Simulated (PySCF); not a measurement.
## Radial density of Ru³⁹⁺ (ruthenium, charge +39)

UHF, [He] 2s2 2p1, 2P determinant. Calculation: PySCF 2.14, in an uncontracted even-tempered set (17 s from 15 bohr⁻², ratio 2.2; 10 p from 19 bohr⁻², ratio 2.2; 6 d from 75 bohr⁻², ratio 2.4; 5 f from 110 bohr⁻², ratio 2.4; 4 g from 170 bohr⁻², ratio 2.4); no relativity, point nucleus.

```tsv
r (bohr)	4πr²ρ (e/bohr)	4πr²(ρα − ρβ)
0.000603	0.2573	0.0000
0.00101	0.7021	0.0000
0.00171	1.869	0.0000
0.00287	4.772	0.0003
0.00483	11.36	0.0025
0.00812	24.03	0.0173
0.0137	41.61	0.1089
0.0230	51.41	0.5836
0.0386	36.93	2.3892
0.0650	19.13	6.2737
0.109	23.65	7.8356
0.184	11.71	2.7959
0.309	0.6165	0.1213
0.520	0.001127	0.0002
```

A non-relativistic calculation at this Z misses sizeable relativistic shifts. Spin-orbit coupling, absent here, splits the open shell strongly.
